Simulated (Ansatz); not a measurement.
`[SiH2]/C=C/[SiH2]Cl` radical, relaxed with UKS PBE0-D4/def2-TZVP in Ansatz from a PBE-D4/def2-SVP geometry. The force threshold is 0.005 eV/Å; the program also tests the step.

The species carries charge 0 and has multiplicity 2.

Start:

```xyz
11

Si   -0.983    2.334    0.446
C    -0.451    0.567    0.519
C     0.290   -0.070   -0.439
Si    0.845   -1.844   -0.266
Cl    2.932   -1.947   -0.153
H    -0.964    2.910   -0.942
H    -2.237    2.646    1.212
H    -0.702    0.009    1.443
H     0.568    0.479   -1.360
H     0.438   -2.669   -1.454
H     0.263   -2.415    0.995
```

| step | energy (eV) | largest force (eV/Å) | largest move (Å) |
| --- | --- | --- | --- |
| 1 | -30437.5142 | 0.539 | 0.000 |
| 2 | -30437.5614 | 0.197 | 0.045 |
| 3 | -30437.5630 | 0.148 | 0.025 |
| 4 | -30437.5644 | 0.073 | 0.075 |
| 5 | -30437.5649 | 0.090 | 0.059 |
| 6 | -30437.5653 | 0.052 | 0.022 |
| 7 | -30437.5660 | 0.021 | 0.027 |
| 8 | -30437.5661 | 0.011 | 0.007 |
| 9 | -30437.5661 | 0.007 | 0.003 |
| 10 | -30437.5661 | 0.005 | 0.003 |
| 11 | -30437.5661 | 0.000 | 0.001 |

End:

```xyz
11

Si   -0.969    2.313    0.454
C    -0.452    0.554    0.522
C     0.294   -0.058   -0.419
Si    0.833   -1.820   -0.259
Cl    2.891   -1.935   -0.225
H    -0.898    2.880   -0.918
H    -2.260    2.589    1.134
H    -0.716   -0.009    1.419
H     0.579    0.499   -1.311
H     0.387   -2.640   -1.411
H     0.312   -2.372    1.014
```

Run time 30 s (2 threads of an AMD EPYC 7R13 on a shared host and a share of an NVIDIA H100 80 GB); peak host memory 0.92 GiB.
